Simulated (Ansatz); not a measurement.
SiH(NHMe)3 (C3H13N3Si), relaxed as a singlet with RKS r2SCAN-D4/def2-SVP in Ansatz, starting from the GFN2-xTB geometry. Force threshold 0.02 eV/Å.

Start:

Cartesian coordinates in Å:
```
Si 0.087 -0.046 -0.288
H 0.558 -0.301 -1.665
N -1.396 0.838 -0.226
C -1.589 2.140 -0.816
H -2.237 0.285 -0.286
H -2.390 2.674 -0.299
H -0.669 2.712 -0.713
H -1.839 2.090 -1.882
N 1.171 0.845 0.705
C 2.557 0.486 0.861
H 1.036 1.842 0.740
H 2.938 0.857 1.816
H 2.634 -0.597 0.849
H 3.193 0.884 0.060
N -0.019 -1.603 0.430
C -0.867 -2.652 -0.071
H 0.092 -1.652 1.431
H -1.896 -2.586 0.304
H -0.898 -2.586 -1.157
H -0.466 -3.630 0.205
```

Question: Estimate the energy that the relaxation releases and the steps that it takes.

Answer: 6.8 kcal/mol, in 22 steps; 67 s on 4 threads of Intel Xeon on a shared host. No frequencies were taken in this run, so the end may be a saddle point.

Question: Does the start keep its bonding and symmetry?

Answer: By distances, no bond broke or formed. The bond that changes most is Si1–H2, from 1.48 to 1.50 Å (atoms count from 1).

Question: Predict the relaxed structure.

Answer: 
```xyz
20

Si   -0.1907   -0.1159   -0.2922
H     0.4892   -0.6501   -1.5178
N    -1.4880    1.0193   -0.3990
C    -1.3874    2.4345   -0.6851
H    -2.4084    0.6264   -0.5754
H    -2.0463    3.0381   -0.0330
H    -0.3531    2.7643   -0.5035
H    -1.6349    2.6923   -1.7341
N     1.0810    0.7496    0.5090
C     2.4990    0.4818    0.4003
H     0.8315    1.3092    1.3209
H     2.9090   -0.1150    1.2399
H     2.6962   -0.0860   -0.5233
H     3.0933    1.4120    0.3364
N    -0.9577   -1.5163    0.3845
C    -0.4880   -2.8798    0.2652
H    -1.5885   -1.3706    1.1689
H    -1.3207   -3.5935    0.1256
H     0.1599   -2.9698   -0.6218
H     0.1045   -3.2306    1.1346
```
Bond lengths: 3 × N–Si 1.73 Å; 3 × C–N 1.45 Å; 9 × C–H 1.10 to 1.11 Å; 3 × H–N 1.02 Å; 1 × H–Si 1.50 Å.
